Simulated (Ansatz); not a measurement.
Geometry optimisation, RHF/def2-SVP (Ansatz).

input.yaml

```yaml
crystal:
  periodic: [false, false, false]
  atoms:
    - { symbol: W, position_ang: [0.171391, 0.320661, -0.274111] }
    - { symbol: O, position_ang: [0.362653, -0.314033, 2.78065] }
    - { symbol: H, position_ang: [-0.505257, -0.315347, 3.159189] }
    - { symbol: Cl, position_ang: [2.365219, -0.383103, -0.179286] }
    - { symbol: Cl, position_ang: [-0.48054, 2.066404, -1.616184] }
    - { symbol: F, position_ang: [-1.513898, 0.432409, 0.509382] }
    - { symbol: Cl, position_ang: [-0.455843, -1.874682, -0.567929] }
    - { symbol: H, position_ang: [0.566691, 0.001363, -1.826567] }
    - { symbol: F, position_ang: [0.809987, 1.606357, 0.911593] }
    - { symbol: H, position_ang: [0.647497, 0.613572, 2.786663] }
basis:
  gaussian: { orbitals: def2-SVP }
hamiltonian:
  xc: hf
relax:
  f_tol: 0.03
  max_steps: 50
```

Launched with:

```bash
$ ansatz run input.yaml --threads 4 --pin off --max-ram 5120MiB --backend cpu --events-out ev --progress --plain --runs-dir out
```

Where does it end, and by what steps?

It converged. The force dipped under the threshold on the way, but the program's further checks kept it going. After 17 steps the energy has fallen by 0.517 eV; H3 moved furthest, 0.91 Å. Joined: W1–O2 (3.13 → 2.28 Å).

| step | energy less start (eV) | largest force component (eV/Å) | accepted |
| --- | --- | --- | --- |
| 0 | 0.0000 | 1.252 | yes |
| 1 | -0.0515 | 2.098 | yes |
| 2 | -0.2108 | 1.522 | yes |
| 3 | -0.3989 | 1.035 | yes |
| 4 | -0.4818 | 0.469 | yes |
| 5 | -0.4859 | 0.440 | yes |
| 6 | -0.5017 | 0.143 | yes |
| 7 | -0.4950 | 0.564 | no |
| 8 | -0.5080 | 0.351 | yes |
| 9 | -0.5133 | 0.093 | yes |
| 10 | -0.5155 | 0.087 | yes |
| 11 | -0.5155 | 0.080 | no |
| 12 | -0.5159 | 0.049 | yes |
| 13 | -0.5160 | 0.034 | yes |
| 14 | -0.5129 | 0.441 | no |
| 15 | -0.5166 | 0.009 | yes |
| 16 | -0.5167 | 0.033 | yes |
| 17 | -0.5167 | 0.007 | yes |

```xyz
10
Properties=species:S:1:pos:R:3
W 0.155 0.434 -0.014
O 0.352 -0.210 2.168
H -0.207 -0.890 2.524
Cl 2.395 -0.239 -0.059
Cl -0.372 1.915 -1.697
F -1.569 0.735 0.641
Cl -0.590 -1.805 -0.087
H 0.483 -0.206 -1.469
F 0.871 1.919 0.886
H 0.450 0.502 2.791
```

Run time: 38 s on 4 threads of Arm Neoverse V2, on a shared host, peak memory 0.45 GiB.
